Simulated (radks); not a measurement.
The mean radii <r> (bohr) of the occupied orbitals of an atom or ion are listed with their occupations. All-electron calculation, non-relativistic Kohn-Sham, PBE, spin-polarised, spherical densities, point nucleus. Program: a radial shooting solver on a logarithmic mesh with Libxc functionals.

orbital  occ.      <r>
1s          2  0.06706
2s          2   0.3108
2p          6   0.2750
3s          2   0.9118
3p          6   0.9445

Name the element and its charge. Open shells, if any, are filled with parallel spins first.

Answer. Z = 23, vanadium, charge +5: V5+ in [Ar]. The 1s radius gives Z: for a bare nucleus <r> = 1.5/Z, 0.06522 bohr for Z = 23, and screening makes it slightly larger (0.06706 here). The occupations add up to 18, and the charge is Z minus that.
